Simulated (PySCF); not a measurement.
C₂H₇BFN, SMILES CCB(N)F. The structure is a stationary point at ωB97X-D3(BJ)/def2-SVP. Other conformers were not sampled.

Task: Give the equilibrium geometry at ωB97X-D3(BJ)/def2-SVP (PySCF confirms it by a frequency run) as a Z-matrix. (The exact figures need the calculation; the answer reports its results.)

Result: This is not unique; one that fits is 
```
C
H 1 1.1037
H 1 1.1065 2 105.83
C 1 1.5352 2 110.59 3 118.16
H 4 1.1013 1 110.96 2 -179.17
H 4 1.1019 5 107.75 1 -122.88
H 4 1.1028 5 107.23 6 -115.35
B 1 1.5813 2 110.88 3 -115.67
F 8 1.3543 1 118.45 2 -172.91
N 8 1.4033 9 117.18 1 179.69
H 10 1.0107 8 122.94 9 179.38
H 10 1.0128 11 114.65 8 -179.82
```
